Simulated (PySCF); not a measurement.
NMR data simulated for an unnamed compound:

1H NMR (400 MHz, computed): δ 7.09 (m, 1H), 6.06 (m, 1H), 4.64 (m, 2H), 2.30 (s, 3H).

13C{1H} NMR (computed): δ 182.3 (C), 153.6 (CH), 133.0 (CH), 107.4 (C), 100.8 (C), 80.2 (C), 6.7 (CH3).

Method: coordinates at the GFN2-xTB level, σ from GIAO-PBE0/pcSseg-1, in PySCF 2.14.0 with density-fitted response routines (isolated molecule, one conformer, non-relativistic Hamiltonian, fast rotation and ring inversion assumed for equivalent nuclei).

Scale: 1H and 13C against TMS (reference shieldings calculated alike).

Question: Which of these does the molecule contain: a nitrile, a non-aromatic C=C double bond, a C≡C triple bond, a CF3 group, a Si–H bond, an aldehyde?

Answer: 
- A nitrile: no.
- A non-aromatic C=C double bond: yes.
- A C≡C triple bond: yes (δC 107.4, 80.2).
- A CF3 group: no.
- A Si–H bond: yes (δH 4.64 (m)).
- An aldehyde: no.

The data belong to SMILES CC#CC1=C(F)C=C[SiH2]1, C7H7FSi; they needn't prove each group on their own.

Carbon signals by region: 1 in the far downfield region (above 160 ppm), 4 in the sp2 and nitrile region (100–160 ppm), 1 at 50–100 ppm, 1 below 50 ppm. Above 160 ppm: 182.3, fully substituted alkene carbon.

Splittings by 19F in the carbon and heteronuclear signals aren't shown, as no couplings were computed. Shifts are as computed. Against solution values, carbons near 30 ppm lie about +3 ppm off and those near 130 ppm about +5 ppm. Of 1309 compounds with measured shifts, 239 miss one by over three times the rms of a fit or turn the order of signals round; such compounds aren't used in these exercises. No couplings were computed; multiplicities are counted from neighbouring protons, with m where these are inequivalent, close in shift, in a saturated or five-membered ring or joined by F or P, and br s for small geminal =CH2 splittings.
